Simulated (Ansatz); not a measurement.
`C[O][Sn]([CH3])([NH2])[Cl]`, relaxed with RKS PBE0-D4/def2-TZVP in Ansatz from a GFN2-xTB geometry. The force threshold is 0.005 eV/Å; the program also tests the step.

The species carries charge 0 and has multiplicity 1. Sn: def2 effective core potential.

Start:

```xyz
14

C     0.332   -2.015    1.294
O    -0.458   -1.311    0.381
Sn    0.079    0.340   -0.673
C     0.270    2.135    0.573
N    -1.416    0.464   -2.064
Cl    2.083   -0.162   -1.736
H     0.486   -1.453    2.219
H     1.305   -2.288    0.879
H    -0.213   -2.932    1.528
H     0.267    2.994   -0.085
H    -0.574    2.170    1.251
H     1.203    2.081    1.124
H    -1.140    0.042   -2.945
H    -2.224   -0.064   -1.744
```

```
         step  energy (eV)  largest force (eV/Å)  largest move (Å)
            1  -24089.9067                 1.095             0.000
            2  -24090.0220                 0.276             0.137
            3  -24090.0374                 0.260             0.093
            4  -24090.0416                 0.279             0.090
            5  -24090.0449                 0.291             0.148
            6  -24090.0518                 0.091             0.077
            7  -24090.0544                 0.186             0.086
            8  -24090.0546                 0.253             0.021
 9 (rejected)  -24090.0354                 0.988             0.198
           10  -24090.0580                 0.049             0.099
11 (rejected)  -24090.0579                 0.060             0.026
           12  -24090.0586                 0.017             0.013
           13  -24090.0591                 0.109             0.049
           14  -24090.0598                 0.075             0.041
           15  -24090.0603                 0.070             0.037
           16  -24090.0608                 0.074             0.043
           17  -24090.0611                 0.095             0.038
           18  -24090.0614                 0.094             0.029
           19  -24090.0617                 0.036             0.017
           20  -24090.0618                 0.023             0.015
           21  -24090.0618                 0.017             0.021
           22  -24090.0619                 0.009             0.005
           23  -24090.0619                 0.005             0.001
```

End:

```xyz
14

C     0.358   -1.929    1.311
O    -0.562   -1.300    0.451
Sn   -0.054    0.258   -0.609
C     0.271    2.016    0.526
N    -1.565    0.357   -1.921
Cl    1.994   -0.307   -1.617
H     0.646   -1.286    2.155
H     1.272   -2.239    0.790
H    -0.119   -2.823    1.721
H     0.525    2.836   -0.144
H    -0.637    2.257    1.078
H     1.096    1.845    1.217
H    -1.350    0.880   -2.760
H    -1.876   -0.566   -2.199
```

Run time 54 s (2 threads of an AMD EPYC 7R13 on a shared host and a share of an NVIDIA H100 80 GB); peak host memory 0.93 GiB.
